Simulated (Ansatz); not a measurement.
C2H5ClOSi can be A, `O/C(Cl)=C/[SiH3]`, or B, `O/C([SiH3])=C\Cl`.

Calculated with Ansatz (gas phase, PBE0-D4/def2-TZVP geometries, no zero-point term in ΔE). CCSD(T)/CBS is the MP2 limit (def2-TZVPP, def2-QZVPP) plus CCSD(T) − MP2 in def2-TZVPP, frozen cores. Double bonds are as drawn, so ΔE can hold a change between cis and trans. Functionals use def2-TZVPP. B3LYP here is the variant with VWN-RPA as its local correlation; programs differ in this. Each species was taken in one conformer, which may not be the lowest.

Q: Which isomer does CCSD(T)/CBS put lower? Give the gap. (Estimate.)

A: Computed: A, by 5.0 kJ/mol.

Q: Give E(B) − E(A) in kJ/mol with B3LYP, MP2/def2-TZVPP, r2SCAN-D4, HF/def2-TZVPP, B2PLYP, PBE-D4, ωB97M-V. (An estimate is asked.)

A: Computed: B3LYP 4.4, MP2/def2-TZVPP 8.5, r2SCAN-D4 9.7, HF/def2-TZVPP 4.7, B2PLYP 5.3, PBE-D4 6.7, ωB97M-V 8.5. None reverses the order clearly.

Largest T1 diagnostic: 0.013.
